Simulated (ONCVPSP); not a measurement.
## What the settings do to the ONCV potential of indium

Base potential:

ONCVPSP 4.0.1 input, shortened (lines: element, Z, core and valence counts, functional; n l f; lmax; l rc ep ncon nbas qcut; lloc lpopt rc5 dvloc0; l nproj debl; icmod fcfact rcfact), PBE, scalar-relativistic:

```
  In 49.00    9    2        4      upf
    1    0    2.00
    2    0    2.00
    2    1    6.00
    3    0    2.00
    3    1    6.00
    3    2   10.00
    4    0    2.00
    4    1    6.00
    4    2   10.00
    5    0    2.00
    5    1    1.00
    2
    0    2.15    0.00    4    8    3.10
    1    2.25    0.00    3    8    3.30
    2    2.35    0.09    3    8    4.20
    4    3    1.70    0.00
    0    3    0.30
    1    2    3.90
    2    3    1.50
    3    4.25    1.55
```

In the s channel the program set the typed energies aside and used -0.302, 0.250, 0.550 Ha.

Cutoffs, loose and tight: the cutoffs (Ha) at which the residual kinetic energy of the hardest occupied pseudo-wave falls to 1 and 0.1 mHa per electron. They do not see the model core or the augmentation charge, which bear on the density cutoff. Test errors are all-electron minus pseudo excitation energies from the reference, over the configurations 5s2 5p0; 5s1 5p0; 5s2 5p0.5; 5s1 5p2. A dash means not determined; rows that change the core or the reference have their own tests.

For the base: The cutoffs count occupied waves only; projector 3 of the d channel, the hardest unoccupied one, needs 75 Ha at the loose tolerance.

A true bound ghost makes a file unfit for plane-wave use even where its test errors are small: the radial tests pick states by their node count and pass the ghost by.

```tsv
change	outcome	cutoff, loose	cutoff, tight	bound ghosts	GHOST(+) flags above zero	largest test error (meV)
base	generated, projector energies reset by the program	5.8 Ha	29 Ha	s, d	s, p	-411
p: rc 1.74	generated, projector energies reset by the program	50 Ha	86 Ha	s, d	s, p	-414
p: rc 2.06	generated, projector energies reset by the program	5.8 Ha	29 Ha	s, d	s, p	-411
p: rc 2.2	generated, projector energies reset by the program	5.8 Ha	29 Ha	s, d	s, p	-411
p: rc 2.38	generated, projector energies reset by the program	5.8 Ha	29 Ha	s, d	s, p	-411
p: rc 2.6	generated, projector energies reset by the program	5.8 Ha	29 Ha	s, d	s, p	-414
p: rc 2.84	generated, projector energies reset by the program	5.8 Ha	29 Ha	s, d	s, p	-419
p: rc 3.08	generated, projector energies reset by the program	5.8 Ha	29 Ha	s, d	s, p	-424
p: rc 3.32	generated, projector energies reset by the program	5.8 Ha	29 Ha	s, d	s, p	-430
```

(1) What comes out with this change to the base: p: rc 1.56; local potential polynomial inside 1.56 bohr (lpopt 3, dvloc0 0 Ha)?

## Answers

(1) outcome: generated, projector energies reset by the program; cutoff, loose: 102 Ha; cutoff, tight: 118 Ha; bound ghosts: s, p, d; GHOST(+) flags above zero: s; largest test error (meV): -416.

Reading the sweep of the p radius (base included, trends over the rows without a ghost): Bound ghosts are found at 1.56, 1.74, 2.06, 2.2, 2.25, 2.38, 2.6, 2.84, 3.08, 3.32 bohr. Every judged row has one, so this setting neither creates nor removes them.
